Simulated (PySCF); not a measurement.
# SnF: energy against distance

Set-up: Sn def2-TZVPPD with ECP28, F def2-TZVPPD; scalar-relativistic core potentials (PySCF 2.14). Energies in eV from Sn + F in their ground configurations at the same level. State: ²Π (doublet), unpaired electrons π ↑.

All columns are PBE0. A positive dipole means Sn(−)F(+).

| R (Å) | E (eV) | μ (D) | Mulliken charge on Sn (basis-dependent) | HOMO (eV) | LUMO (eV) | Mayer bond order | ⟨S²⟩ |
| --- | --- | --- | --- | --- | --- | --- | --- |
| 1.684 | -3.725 | -0.95 | 0.31 | -4.45 | -2.62 | 0.69 | 0.75 |
| 1.762 | -4.391 | -1.46 | 0.37 | -4.58 | -2.74 | 0.66 | 0.75 |
| 1.841 | -4.740 | -1.97 | 0.44 | -4.72 | -2.86 | 0.63 | 0.75 |
| 1.899 | -4.857 | -2.35 | 0.48 | -4.82 | -2.96 | 0.60 | 0.75 |
| 1.958 | -4.885 | -2.73 | 0.52 | -4.92 | -3.05 | 0.58 | 0.75 |
| 2.017 | -4.846 | -3.11 | 0.55 | -5.02 | -3.15 | 0.57 | 0.75 |
| 2.095 | -4.722 | -3.61 | 0.59 | -5.15 | -3.27 | 0.55 | 0.75 |
| 2.193 | -4.490 | -4.22 | 0.62 | -5.30 | -3.42 | 0.54 | 0.75 |
| 2.310 | -4.152 | -4.93 | 0.65 | -5.49 | -3.59 | 0.53 | 0.75 |
| 2.467 | -3.663 | -5.84 | 0.67 | -5.72 | -3.81 | 0.53 | 0.75 |

A fit through these points gives, at Re = 1.950 Å, μ = -2.68 D and dμ/dR = -6.46 D/Å; the reduced mass is 16.4 u.

Problem. How strong is the fundamental in the double-harmonic approximation, I = 42.26·(dμ/dR)²/μred km/mol?

Solution. I = 42.26·(-6.46)²/16.4 = 108 km/mol at PBE0.

These are scalar-relativistic numbers at best; spin–orbit coupling would shift them, the dissociation energy most. The state is the lowest determinant that a PBE0 search found; another state may lie lower at other levels.
